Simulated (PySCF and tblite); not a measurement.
Values are calculated unless marked as measured or tabulated.
System: C7H13BSi, numbered as in [CH3:1][B:2]([CH3:3])[C@@H:4]1[CH:5]=[CH:6][C:7]([SiH3:8])=[CH:9]1.

The path came from a restrained scan, a climbing-image band and a saddle search at GFN2-xTB; energies are PBE0/pcSseg-1 + D3(BJ), IEF-PCM dichloromethane//GFN2-xTB, thermal terms GFN2-xTB. Rate constants are transition-state-theory values, counting equivalent paths, without tunnelling. Run with tblite and PySCF.

DFT energies on a tight-binding saddle of a bond shift can be off by several kcal/mol. The barrier is low, and the GFN2-xTB saddle may lie off the DFT one, so take it as rough.

(1) How high is the barrier to the shift of B2 from C4 to C9, through which structure does it pass, and what rate follows at 298 K?

Results:

(1) The electronic barrier is 2.0 kcal/mol and ΔG‡(298 K) 3.0 kcal/mol, over a C1 saddle with an imaginary mode of 91i cm⁻¹ (GFN2-xTB). With 1 equivalent path, k is 3.8×10¹⁰ s⁻¹, a mean lifetime of the start of 26 ps against this motion. The end lies 0.9 kcal/mol below the start in free energy.
